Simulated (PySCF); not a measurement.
## Ionisation energy of Te²⁺ by level of theory

Te²⁺ [Kr] 4d10 5s2 5p2 (3P) → Te³⁺ [Kr] 4d10 5s2 5p1 (2P), as a difference of total energies. Calculation: PySCF 2.14, in x2c-TZVPPall with one added diffuse shell each of s, p, d, f type (9s7p5d3f, 76 functions); scalar relativity by spin-free X2C-1e. Correlated levels: valence: [Kr] 4d10 frozen; valence and next inner shell: [Ar] 3d10 frozen. The calculations carry no spin-orbit coupling.

Order these methods by the ionisation energy they give, lowest first.
A. SCS-MP2 (valence and next inner shell)
B. TPSSh
C. wB97M-V
D. MP2 (valence)

D (27.242 eV), A (27.340 eV), C (27.393 eV), B (27.496 eV).

A first-order spin-orbit estimate (lowest level to lowest level, LS coupling) adds -0.075 eV.

Errors of the correlated levels include the incompleteness of this basis and the frozen core.

For comparison: 27.84 ± 0.04 eV (measured; NIST Atomic Spectra Database, ionization energies).
